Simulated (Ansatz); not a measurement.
A nudged elastic band was laid between two geometries of a periodic cell of 17 atoms, Si16N (host Si, host structure diamond, interstitial N).

Computed with Ansatz, DFT PBEsol, scalar-relativistic, plane waves, PAW. Settings: PAW set soft_1, cutoff 420 eV, k mesh 2x2x2, gaussian smearing 0.02 eV, spin collinear.

```
movable images  : 5
climbing image  : yes
spring          : 5.0 eV/Å²
optimiser       : fire
start path      : straight line
force threshold : 0.05 eV/Å
iteration limit : 23
end points      : relaxed
```

Initial state:

```xyz
17
Lattice="0.0000 5.4300 5.4300 5.4300 0.0000 5.4300 5.4300 5.4300 0.0000" Properties=species:S:1:pos:R:3
Si -0.176 -0.178 0.178
Si 1.268 1.266 1.142
Si 2.676 2.676 -0.066
Si 3.898 3.897 1.534
Si 2.565 0.298 2.867
Si 4.290 1.266 4.165
Si 5.497 2.675 2.755
Si 6.768 4.115 4.093
Si 0.299 2.563 2.867
Si 1.268 4.288 4.165
Si 2.677 5.496 2.755
Si 4.116 6.766 4.095
Si 2.565 2.563 5.132
Si 3.970 3.971 6.890
Si 5.347 5.344 5.516
Si 6.768 6.767 6.745
N 7.320 7.318 3.542
```

Final state:

```xyz
17
Lattice="0.0000 5.4300 5.4300 5.4300 0.0000 5.4300 5.4300 5.4300 0.0000" Properties=species:S:1:pos:R:3
Si -0.319 -0.064 -0.046
Si 1.050 1.263 1.333
Si 2.468 2.631 0.042
Si 3.818 3.843 1.488
Si 2.432 -0.037 2.707
Si 3.824 1.431 3.851
Si 6.009 2.986 2.509
Si 6.672 4.201 4.309
Si -0.132 2.724 2.744
Si 1.195 4.097 4.117
Si 2.679 5.378 2.824
Si 3.963 6.830 4.149
Si 2.736 2.813 5.344
Si 3.954 4.132 6.866
Si 5.311 5.582 5.610
Si 7.038 6.750 6.703
N 9.811 7.843 2.470
```

Which bonds break or form, and what moves?

Contacts lost: Si5–N17, Si6–Si7, Si9–N17, Si13–N17. Contacts made: Si4–N17, Si6–N17, Si7–N17. The atom that moves furthest is N17, by 2.76 Å.

Give the energies along the band, and the barrier.

It did not converge within its limit. The highest image is number 0 of 0 to 6, 0.000 eV above the first end and 1.128 eV above the last; the last end lies 1.128 eV below the first. The band didn't meet its force threshold, so its energies are provisional: the largest band force was still 0.38 eV/Å, and over the last iterations the top stayed at 0.00 eV. Limits of this set-up: coarse k mesh, PAW files made for another functional.

```csv
image,path coordinate (Å),energy (eV),Si5–N17 (Å),Si6–Si7 (Å),Si9–N17 (Å)
0,0.00,0.000,1.85,2.33,1.86
1,0.92,-0.749,1.81,2.28,2.96
2,1.88,-1.034,1.75,2.31,3.55
3,2.91,-0.942,1.68,2.34,3.47
4,3.91,-0.498,1.93,2.40,3.89
5,4.68,-0.835,2.68,2.73,4.07
6,5.42,-1.128,3.14,3.00,4.53
```

Run time: 7.9 min on 2 threads of Intel(R) Xeon(R) Platinum 8488C (Sapphire Rapids), with other jobs on the host, peak memory 1.4 GiB.
